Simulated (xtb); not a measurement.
xtb input file for SnH3F, SMILES [F][SnH3], GFN2-xTB. 

```
$ xtb mol.xyz --gfn 2 --sp --chrg 0 --uhf 0 --json
$ cat mol.xyz
5

Sn     0.00000000    -0.00000000    -0.26182776
F     -0.00000000    -0.00000000     1.66253246
H      1.40578641     0.81163116    -0.62380136
H     -1.40578641     0.81163117    -0.62380136
H     -0.00000001    -1.62326232    -0.62380137
```

Log of the run:

```
[banner left out]
          |                Calculation Setup                |
           -------------------------------------------------



           -------------------------------------------------
          |                 G F N 2 - x T B                 |
           -------------------------------------------------

        Reference                      10.1021/acs.jctc.8b01176
      * Hamiltonian:
        H0-scaling (s, p, d)           1.850000    2.230000    2.230000
        zeta-weighting                 0.500000
      * Dispersion:
        s8                             2.700000
        a1                             0.520000
        a2                             5.000000
        s9                             5.000000
      * Repulsion:
        kExp                           1.500000    1.000000
        rExp                           1.000000
      * Coulomb:
        alpha                          2.000000
        third order                    shell-resolved
        anisotropic                    true
        a3                             3.000000
        a5                             4.000000
        cn-shift                       1.200000
        cn-exp                         4.000000
        max-rad                        5.000000


          ...................................................
          :                      SETUP                      :
          :.................................................:
          :  # basis functions                  17          :
          :  # atomic orbitals                  16          :
          :  # shells                            8          :
          :  # electrons                        14          :
          :  max. iterations                   250          :
          :  Hamiltonian                  GFN2-xTB          :
          :  restarted?                      false          :
          :  GBSA solvation                  false          :
          :  PC potential                    false          :
          :  electronic temp.          300.0000000     K    :
          :  accuracy                    1.0000000          :
          :  -> integral cutoff          0.2500000E+02      :
          :  -> integral neglect         0.1000000E-07      :
          :  -> SCF convergence          0.1000000E-05 Eh   :
          :  -> wf. convergence          0.1000000E-03 e    :
          :  Broyden damping             0.4000000          :
          :  net charge                          0          :
          :  unpaired electrons                  0          :
          ...................................................

 iter      E             dE          RMSdq      gap      omega  full diag
   1     -8.3003485 -0.830035E+01  0.372E+00    5.47       0.0  T
   2     -8.3399407 -0.395923E-01  0.786E+00    7.07       1.0  T
   3     -8.3604105 -0.204697E-01  0.575E+00    6.89       1.0  T
   4     -8.3710319 -0.106215E-01  0.958E-01    6.44       1.0  T
   5     -8.3710591 -0.271730E-04  0.754E-01    6.43       1.0  T
   6     -8.3711660 -0.106859E-03  0.197E-01    6.53       1.0  T
   7     -8.3711861 -0.201416E-04  0.819E-02    6.50       1.0  T
   8     -8.3711866 -0.481845E-06  0.302E-02    6.50       1.5  T
   9     -8.3711867 -0.134683E-06  0.368E-03    6.50      12.2  T
  10     -8.3711867 -0.240855E-08  0.109E-03    6.50      41.1  T
  11     -8.3711867 -0.198153E-09  0.547E-05    6.50     817.7  T
  12     -8.3711867 -0.367706E-12  0.922E-06    6.50    4850.5  T

   *** convergence criteria satisfied after 12 iterations ***

         #    Occupation            Energy/Eh            Energy/eV
      -------------------------------------------------------------
         1        2.0000           -0.8257673             -22.4703
         2        2.0000           -0.7303415             -19.8736
         3        2.0000           -0.4783136             -13.0156
         4        2.0000           -0.4783136             -13.0156
         5        2.0000           -0.4727182             -12.8633
         6        2.0000           -0.4523870             -12.3101
         7        2.0000           -0.4523870             -12.3101 (HOMO)
         8                         -0.2135578              -5.8112 (LUMO)
         9                         -0.1697924              -4.6203
        10                         -0.1697924              -4.6203
        11                         -0.1458471              -3.9687
        12                         -0.0909219              -2.4741
       ...                                ...                  ...
        16                          0.5928162              16.1313
      -------------------------------------------------------------
                  HL-Gap            0.2388292 Eh            6.4989 eV
             Fermi-level           -0.3329724 Eh           -9.0606 eV

 SCC (total)                   0 d,  0 h,  0 min,  0.004 sec
 SCC setup                      ...        0 min,  0.000 sec (  4.666%)
 Dispersion                     ...        0 min,  0.000 sec (  1.328%)
 classical contributions        ...        0 min,  0.000 sec (  0.827%)
 integral evaluation            ...        0 min,  0.000 sec ( 13.313%)
 iterations                     ...        0 min,  0.002 sec ( 58.045%)
 molecular gradient             ...        0 min,  0.001 sec ( 14.775%)
 printout                       ...        0 min,  0.000 sec (  6.618%)

         :::::::::::::::::::::::::::::::::::::::::::::::::::::
         ::                     SUMMARY                     ::
         :::::::::::::::::::::::::::::::::::::::::::::::::::::
         :: total energy              -8.357549852538 Eh    ::
         :: gradient norm              0.000026285278 Eh/a0 ::
         :: HOMO-LUMO gap              6.498872038627 eV    ::
         ::.................................................::
         :: SCC energy                -8.371186558809 Eh    ::
         :: -> isotropic ES            0.020647767570 Eh    ::
         :: -> anisotropic ES          0.000415188935 Eh    ::
         :: -> anisotropic XC         -0.001139875304 Eh    ::
         :: -> dispersion             -0.001437675414 Eh    ::
         :: repulsion energy           0.013636706271 Eh    ::
         :: add. restraining           0.000000000000 Eh    ::
         :: total charge               0.000000000000 e     ::
         :::::::::::::::::::::::::::::::::::::::::::::::::::::

           -------------------------------------------------
          |                Property Printout                |
           -------------------------------------------------

    * Orbital Energies and Occupations

         #    Occupation            Energy/Eh            Energy/eV
      -------------------------------------------------------------
         1        2.0000           -0.8257673             -22.4703
         2        2.0000           -0.7303415             -19.8736
         3        2.0000           -0.4783136             -13.0156
         4        2.0000           -0.4783136             -13.0156
         5        2.0000           -0.4727182             -12.8633
         6        2.0000           -0.4523870             -12.3101
         7        2.0000           -0.4523870             -12.3101 (HOMO)
         8                         -0.2135578              -5.8112 (LUMO)
         9                         -0.1697924              -4.6203
        10                         -0.1697924              -4.6203
        11                         -0.1458471              -3.9687
        12                         -0.0909219              -2.4741
        13                         -0.0909219              -2.4741
        14                          0.3976343              10.8202
Note: The following floating-point exceptions are signalling: IEEE_DENORMAL
normal termination of xtb
        15                          0.5928162              16.1313
        16                          0.5928162              16.1313
      -------------------------------------------------------------
                  HL-Gap            0.2388292 Eh            6.4989 eV
             Fermi-level           -0.3329724 Eh           -9.0606 eV

     #   Z          covCN         q      C6AA      α(0)
     1  50 Sn       3.511     0.220   325.765    33.044
     2   9 F        0.709    -0.315    12.506     4.176
     3   1 H        0.934     0.032     2.562     2.503
     4   1 H        0.934     0.032     2.562     2.503
     5   1 H        0.934     0.032     2.562     2.503

 Mol. C6AA /au·bohr⁶  :        683.582950
 Mol. C8AA /au·bohr⁸  :      54006.949688
 Mol. α(0) /au        :         44.728375


Wiberg/Mayer (AO) data.
largest (>0.10) Wiberg bond orders for each atom

 ---------------------------------------------------------------------------
     #   Z sym  total        # sym  WBO       # sym  WBO       # sym  WBO
 ---------------------------------------------------------------------------
     1  50 Sn   3.009 --     2 F    0.940     4 H    0.690     3 H    0.690
                             5 H    0.690
     2   9 F    1.136 --     1 Sn   0.940
     3   1 H    0.999 --     1 Sn   0.690     5 H    0.122     4 H    0.122
     4   1 H    0.999 --     1 Sn   0.690     5 H    0.122     3 H    0.122
     5   1 H    0.999 --     1 Sn   0.690     3 H    0.122     4 H    0.122
 ---------------------------------------------------------------------------

Topologies differ in total number of bonds
Writing topology from bond orders to xtbtopo.mol

molecular dipole:
                 x           y           z       tot (Debye)
 q only:        0.000      -0.000      -1.211
   full:        0.000      -0.000      -1.381       3.510
molecular quadrupole (traceless):
                xx          xy          yy          xz          yz          zz
 q only:        1.685       0.000       1.685      -0.000       0.000      -3.371
  q+dip:        2.428       0.000       2.428      -0.000       0.000      -4.855
   full:        2.182       0.000       2.182      -0.000       0.000      -4.365


           -------------------------------------------------
          | TOTAL ENERGY               -8.357549852538 Eh   |
          | GRADIENT NORM               0.000026285278 Eh/α |
          | HOMO-LUMO GAP               6.498872038627 eV   |
           -------------------------------------------------

------------------------------------------------------------------------
------------------------------------------------------------------------
 total:
 SCF:
```

Self-consistency was reached.

Cost: very roughly 0.06 core-seconds.
